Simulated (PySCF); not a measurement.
## Polarisability and C₆ of Cl⁺ (chlorine, charge +1)

[Ne] 3s2 3p4, high-spin 3P determinant. Calculation: PySCF 2.14, in aug-cc-pVQZ-DK; scalar relativity by spin-free X2C-1e. Coupled (time-dependent) response in atomic units; α is the mean over directions.

```
 method  mean α (bohr³)         α xx, yy, zz  C₆ (like pair)  S(−4)
    UHF           8.519  8.419, 8.718, 8.419           40.23  17.22
    PBE           8.789  8.612, 9.143, 8.612           41.75  18.94
   PBE0           8.641  8.492, 8.939, 8.492           40.89  17.99
r2SCAN0           8.567  8.441, 8.819, 8.441           41.25  16.88
   BP86           8.787  8.609, 9.143, 8.609           41.76  18.83
```

S(−4) is the Cauchy moment in α(ω) = α(0) + S(−4) ω² + …

α(iu) at PBE:

| u (hartree) | α(iu) (bohr³) |
| --- | --- |
| 0 | 8.789 |
| 0.0500 | 8.742 |
| 0.100 | 8.605 |
| 0.200 | 8.101 |
| 0.300 | 7.396 |
| 0.500 | 5.837 |
| 0.750 | 4.196 |
| 1.00 | 3.047 |
| 1.50 | 1.745 |
| 2.00 | 1.113 |
| 3.00 | 0.5668 |
| 5.00 | 0.2383 |

A single London oscillator, α(iu) = α/(1 + u²/ω²), gives C₆ = (3/4) ω α². Matching the computed C₆ needs ω = 4 × 41.75 / (3 × 8.789²) = 0.721 hartree.

For an ion, C₆ is the dispersion term alone; charge-induced terms of lower order in 1/R come first.

The components differ because the open shell of this determinant is not spherical; for a pure term their mean is the scalar polarisability.
